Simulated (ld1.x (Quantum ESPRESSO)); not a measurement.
# An all-electron radial function and its pseudo partner (Ni (Z = 28))

Columns: radius, all-electron u(r) and pseudo u(r) of the 3d shell (level -9.40 eV) of nickel in the configuration [Ne] 3s2 3p6 3d8 4s1.75 4p0.25; PBE, scalar-relativistic, PAW scheme, ld1.x (Quantum ESPRESSO) 7.5.

```csv
r (bohr),all-electron,pseudo
0.090,0.0743,0.0010
0.180,0.3025,0.0079
0.270,0.5575,0.0256
0.360,0.7609,0.0576
0.450,0.8942,0.1049
0.540,0.9633,0.1664
0.630,0.9827,0.2386
0.720,0.9682,0.3165
0.810,0.9326,0.3939
0.900,0.8850,0.4644
0.990,0.8316,0.5226
1.080,0.7762,0.5643
1.170,0.7212,0.5874
1.260,0.6681,0.5919
1.350,0.6178,0.5799
1.440,0.5705,0.5551
1.530,0.5264,0.5219
1.620,0.4856,0.4849
1.710,0.4478,0.4479
1.800,0.4130,0.4130
1.890,0.3810,0.3810
1.980,0.3515,0.3515
2.070,0.3244,0.3244
2.160,0.2995,0.2995
2.250,0.2765,0.2765
2.340,0.2554,0.2554
```

Q: How many radial nodes do the two functions have?

A: The all-electron 3d function has n − l − 1 = 0; the pseudo-wave has 0.

Q: At about which radius was the pseudo-wave matched?

A: 1.80 bohr, where the columns begin to agree (steps of 0.09 bohr).

Q: Where does each function peak?

A: Outermost all-electron maximum near 0.63 bohr, pseudo maximum near 1.26 bohr (to the table’s step).

Q: Is the pseudo-wave norm-conserving?

A: No, it belongs to a PAW set: the norm inside the radius is not constrained, and the difference is carried by the augmentation charge.
